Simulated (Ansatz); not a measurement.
Input file for Ansatz (a first-principles code): R-wB97X-V/def2-TZVPPD on CH3I (SMILES CI) with ghost functions, monomers drawn apart or pushed together. Elements past Kr take the def2 small-core potentials; no spin–orbit coupling. Files ending in .json are basis or fitting sets from the Basis Set Exchange.

Ansatz 0.2 input:
```yaml
crystal:
  periodic: [false, false, false]
  atoms:
    - {symbol: C, position_ang: [-0.87585886, -1.59825613, 3.36270971]}
    - {symbol: I, position_ang: [0.75437380, -0.19483808, 3.50590244]}
    - {symbol: H, position_ang: [-0.51472393, -2.55116989, 3.73161898]}
    - {symbol: H, position_ang: [-1.68493542, -1.21661224, 3.97454312]}
    - {symbol: H, position_ang: [-1.15354985, -1.65129705, 2.31645223]}
basis:
  gaussian:
    orbitals: def2-TZVPPD.json
    ghost_atoms:
      - {symbol: C, position_ang: [-0.23151166, -0.46760853, 0.23182980]}
      - {symbol: O, position_ang: [0.37073125, 0.18341140, -0.45984874]}
hamiltonian:
  xc: {name: wB97X-V}
scf: {lower_state_search: off}
```

It printed:

```
WARN ansatz: RAYON_NUM_THREADS=2 ignored (pool sized by the plan → 2); use --threads N
Functional definition: wB97X-V
these checks for a lower state are left out or cut short: stability, starts, cluster_reference, orbital_swaps, neighbouring_geometries, increment
integrals: 0.17 GiB planned
1132 factors; their error is unknown
integrals: 0.21 GiB planned
335 factors; integrals over basis functions are off by at most 3.0e-5 eV
mean field: 1.41 GiB planned
mean field evaluation 1: about -9185.5763 eV, gradient 2.2e1 eV
mean field evaluation 2: about -9186.0357 eV, gradient 1.6e1 eV
mean field evaluation 4: about -9186.6599 eV, gradient 8.6e-1 eV
mean field evaluation 8: about -9186.8065 eV, gradient 6.2e-1 eV
mean field evaluation 16: about -9186.8069 eV, gradient 3.9e-5 eV
mean field -9186.80689047 eV, -337.6089261834 hartree, gradient 3.7e-6 eV, S^2 0.000000; 0 other end points of the search recorded, 0 dependent functions left out
reference -9186.80688840 eV, -337.6089261075 hartree; 17, 17 occupied and 207, 207 virtual orbitals, 1132 factors
Total energy: -9186.80688840 eV, -337.6089261075 hartree
Checks for a lower state left out: stability, starts, cluster_reference, orbital_swaps, neighbouring_geometries, increment
```

Self-consistency was reached.

Cost: very roughly 7 core-seconds.
